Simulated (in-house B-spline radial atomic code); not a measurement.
## Ionising Ho²⁺ with different functionals

Computed with a B-spline radial code for spherical atoms: scalar-relativistic (spin-free X2C) Hamiltonian, Fermi nucleus of rms radius 5.2022 fm, spin-polarised at highest spin, spherical fractional occupations for the functionals, and exact exchange of hybrids averaged over the configuration. The ionisation energy is the difference of two self-consistent energies, [Xe] 4f11 → [Xe] 4f10, without Breit or QED terms; ε is the level of the shell that loses the electron (its least bound occupied spin orbital). There is no spin-orbit coupling in this Hamiltonian.

| method | rung | ΔSCF (eV) | -ε(4f) (eV) |
| --- | --- | --- | --- |
| PBE0 | global hybrid | ? | ? |
| B3LYP | global hybrid | 23.56 | 18.03 |
| TPSSh | global hybrid | 23.66 | 16.71 |
| BHandHLYP | global hybrid | 22.00 | 20.77 |
| r2SCAN0 | global hybrid | 22.73 | 17.92 |
| B97-1 | global hybrid | 23.40 | 18.00 |
| HSE06 | range-separated hybrid | 23.21 | 17.96 |
| wB97X | range-separated hybrid | 23.27 | 20.76 |
| CAM-B3LYP | range-separated hybrid | ? | ? |
| LC-wPBE | range-separated hybrid | 23.91 | 21.04 |

Q: What does PBE0 give?

A: ΔSCF 23.26 eV, and -ε(4f) = 18.43 eV.

Q: What does CAM-B3LYP give?

A: ΔSCF 23.45 eV, and -ε(4f) = 19.95 eV.

Q: Among the functionals, which spreads more, the ΔSCF values or the orbital energies?

A: The orbital energies: ΔSCF values span about 1.90 eV and the orbital energies 4.33 eV.

Q: How do they compare with the NIST value?

A: NIST lists 22.79 eV ± 0.03 (semi-empirical, ground level to ground level). Errors run from -0.79 to +1.12 eV; r2SCAN0 is closest (-0.06 eV), but part of that can be cancellation, since the calculations leave out spin-orbit coupling, Breit-QED terms, multiplet and fine-structure energies.
